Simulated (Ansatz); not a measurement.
Consider the atomization: `FC1=C[CH]1[GeH3]` → 3 C• + F• + Ge• + 5 H•.

Program: Ansatz. Geometries: PBE0-D4/def2-TZVP. ΔE: electronic, gas phase. CBS: MP2 limit from def2 TZ/QZ plus the TZ coupled-cluster correction, frozen cores. This one scheme is used for every species, atoms too. DFT in def2-TZVPP. No spin–orbit coupling; open shells (•) take unrestricted orbitals. Spin–orbit coupling would lower the free atoms: a little for C, F; clearly for Ge. Bonds to Ge are less sure, by a few kJ/mol each and by 10 to 20 or more in all where they break to atoms, as the def2 sets lack core-valence functions. Scalar relativity is left out up to krypton.

Task: What is ΔE at CCSD(T)/CBS? (An estimate is asked.)

Result: Computed: +37.43 eV.

Task: What do these levels give: BLYP-D4, r2SCAN-D4, CAM-B3LYP-D4, ωB97X-V, ωB97M-V, revPBE, BLYP, r2SCAN0, CAM-B3LYP, LC-ωPBE, CCSD/def2-SVP, HF/def2-TZVPP? (An estimate is asked.)

Result: Computed: BLYP-D4 37.38, r2SCAN-D4 37.69, CAM-B3LYP-D4 37.54, ωB97X-V 37.62, ωB97M-V 37.46, revPBE 36.95, BLYP 36.93, r2SCAN0 36.91, CAM-B3LYP 37.37, LC-ωPBE 37.60, CCSD/def2-SVP 35.16, HF/def2-TZVPP 26.28 eV.

Largest T1 diagnostic among the species: 0.012.

From r2SCAN to r2SCAN0 (25 % exact exchange), in def2-TZVPP and without D4, ΔE moves by −0.74 eV: exact exchange takes away binding that semilocal exchange gives to molecules. In def2-TZVPP, CCSD(T) changes the Hartree–Fock value by +10.28 eV (the triples alone add +0.72 eV) and MP2 by +11.08 eV; breaking electron pairs costs correlation energy, which Hartree–Fock lacks.

For atomizations the MP2-based limit and the directly extrapolated one differ by several kJ/mol either way, and by 10 to 25 for some Ge, Se and Sn compounds, so smaller differences from it don't rank the levels.
